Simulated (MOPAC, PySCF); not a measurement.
H6GaN, SMILES `[NH3+][GaH3-]`, neutral singlet in the gas phase. 

Cartesian coordinates (Å):
SMILES: [NH3+][GaH3-]
```xyz
8

N     -1.0362    -0.0727     0.0276
Ga     1.1380     0.0797    -0.0305
H     -1.3224    -0.9272     0.4935
H     -1.4196    -0.0783    -0.9115
H     -1.4355     0.7128     0.5300
H      1.3983     0.1241     1.5292
H      1.4347    -1.2721    -0.7967
H      1.2426     1.4337    -0.8416
```
Charge 0, spin multiplicity 1.

All levels are single points at this geometry (B3LYP-D3(BJ)/def2-TZVP); Pople sets use spherical d functions. Orbital energies aren't observables, and empty levels follow the basis.

HF/3-21G in PySCF gives HOMO (eV) = -10.30.

Problem. Estimate the HOMO (eV) from each of these levels: B3LYP-D3(BJ)/def2-TZVP in PySCF; B3LYP/LANL2DZ in PySCF; BP86/6-31G* in PySCF; M06-2X/6-31G* in PySCF; SVWN5/6-31G* in PySCF; HF/STO-3G in PySCF; PM3 in MOPAC; PM6 in MOPAC.

Solution. 
```
level                            HOMO (eV)
-------------------------------  ---------
B3LYP-D3(BJ)/def2-TZVP in PySCF      -7.31
B3LYP/LANL2DZ in PySCF               -7.22
BP86/6-31G* in PySCF                 -6.29
M06-2X/6-31G* in PySCF               -8.56
SVWN5/6-31G* in PySCF                -6.20
HF/STO-3G in PySCF                   -5.13
PM3 in MOPAC                        -11.40
PM6 in MOPAC                        -10.94
```
